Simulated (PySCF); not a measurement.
One formula, C4H10Ge, several structures.

PySCF, B3LYP/def2-SVPD, density fitting, gas phase; each molecule at its own PBE0-D3(BJ)/def2-SVP geometry, one conformer. Singlet excitations by full TDDFT with frozen cores, triplets by Tamm–Dancoff TDDFT and ionisation energies by ΔSCF, from the lowest of the holes tried. 

Torsions of the conformers computed, which needn't be the lowest (atom-mapped SMILES):
- `[CH2:1]=[C:2]([CH3:3])[CH2:4][GeH3:5]`: C1–C2–C4–Ge5 99°
- `[CH2:1]=[CH:2][CH2:3][CH2:4][GeH3:5]`: C1–C2–C3–C4 -115°, C2–C3–C4–Ge5 -62°
- `[CH3:1][CH2:2]/[CH:3]=[CH:4]\[GeH3:5]`: C1–C2–C3–C4 -123°

Reference: `C=C(C)[CH2][GeH3]`, with HOMO energy -6.66 eV, LUMO energy -0.11 eV, lowest singlet excitation 5.92 eV, lowest triplet excitation 4.16 eV, mean polarisability 84.3 au, dipole moment 0.64 D and vertical ionisation energy 8.79 eV.

Changes against it:

| molecule | Δ electronic energy (kcal/mol) | Δ HOMO energy (eV) | Δ LUMO energy (eV) | Δ lowest singlet excitation (eV) | Δ lowest triplet excitation (eV) | Δ mean polarisability (au) | Δ dipole moment (D) | Δ vertical ionisation energy (eV) |
| --- | --- | --- | --- | --- | --- | --- | --- | --- |
| C=CC[CH2][GeH3] | +5.1 | -0.64 | -0.07 | +0.78 | +0.26 | -0.6 | +0.11 | +0.86 |
| CC1[CH2][GeH2][CH2]1 | +2.2 | -0.85 | +0.22 | +0.67 | +1.91 | -5.2 | -0.15 | +0.82 |
| C[C]1([GeH3])CC1 | +9.0 | -1.01 | +0.26 | +1.07 | +2.68 | -4.6 | +0.13 | +0.98 |
| CC/C=[CH]\[GeH3] | +3.1 | -0.57 | -0.45 | +0.51 | +0.02 | -0.3 | +0.41 | +0.58 |

Rows whose labels were lost:

| row | Δ electronic energy (kcal/mol) | Δ HOMO energy (eV) | Δ LUMO energy (eV) | Δ lowest singlet excitation (eV) | Δ lowest triplet excitation (eV) | Δ mean polarisability (au) | Δ dipole moment (D) | Δ vertical ionisation energy (eV) |
| --- | --- | --- | --- | --- | --- | --- | --- | --- |
| P | +7.5 | -0.96 | +0.37 | +1.13 | +2.76 | -4.1 | +0.26 | +0.92 |
| Q | -2.5 | -0.69 | +0.46 | +0.83 | +2.11 | -5.3 | -0.20 | +0.64 |

**Question.** Which row belongs to which of `[CH3][GeH]1[CH2]C[CH2]1` and `C[C@@H]1C[C@H]1[GeH3]`?

**Answer.** P = `C[C@@H]1C[C@H]1[GeH3]` and Q = `[CH3][GeH]1[CH2]C[CH2]1`. P and Q are told apart most clearly by the electronic energy (+7.5 against -2.5 kcal/mol); P comes close to the labelled row of `C[C]1([GeH3])CC1` in every column.

**Question.** Which row has the smallest HOMO–LUMO gap and which the largest, and does the HOMO or the LUMO shift more there?

**Answer.** Smallest, counted from the reference: `CC/C=[CH]\[GeH3]`, +0.12 eV (HOMO -0.57, LUMO -0.45), the larger shift being that of the HOMO. Largest: P, +1.33 eV (HOMO -0.96, LUMO +0.37), the larger shift being that of the HOMO. The gap of the reference itself lies below all of them.
